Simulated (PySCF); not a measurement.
# LDA on Co (cobalt, neutral)

Configuration: [Ar] 3d7 4s2, high-spin 4F determinant. Computed with PySCF 2.14 in aug-cc-pVDZ, with the non-relativistic Hamiltonian (point nucleus).

| Item | Value |
| --- | --- |
| Total energy | -1380.152 hartree |
| One-electron energy | -1912.845 hartree |
| Hartree (Coulomb) energy | 589.313 hartree |
| Exchange-correlation energy | -56.620 hartree |
| Kinetic energy | 1380.37557 hartree |
| ⟨S²⟩ | 3.7558 |
| ⟨L²⟩ | 12.007 |
| Sum of ⟨r⟩ | 21.74 bohr |
| Sum of ⟨r²⟩ | 37.33 bohr² |
| Density at the nucleus (Gaussians lack the cusp) | 13300 bohr⁻³ |
| Spin density at the nucleus | 0.977 bohr⁻³ |
| Langevin diamagnetic susceptibility | -29.6 ×10⁻⁶ cm³/mol |

| shell | electrons | mean orbital energy (hartree) | spread (hartree) | rms radius, mean of both spins (bohr) |
| --- | --- | --- | --- | --- |
| 1s α | 1 | -275.61050 | 0 | 0.0659 |
| 1s β | 1 | -275.60875 | 0 | 0.0659 |
| 2s α | 1 | -32.41426 | 0 | 0.281 |
| 2s β | 1 | -32.35297 | 0 | 0.281 |
| 2p α | 3 | -28.18297 | 0 | 0.251 |
| 2p β | 3 | -28.13582 | 0 | 0.251 |
| 3s α | 1 | -3.69480 | 0 | 0.844 |
| 3s β | 1 | -3.57435 | 0 | 0.844 |
| 3p α | 3 | -2.42963 | 0 | 0.894 |
| 3p β | 3 | -2.31183 | 0 | 0.894 |
| 3d α | 5 | -0.36007 | 0.03527 | 1.23 |
| 3d β | 2 | -0.26555 | 0 | 1.23 |
| 4s α | 1 | -0.21315 | 0 | 3.16 |
| 4s β | 1 | -0.19357 | 0 | 3.16 |
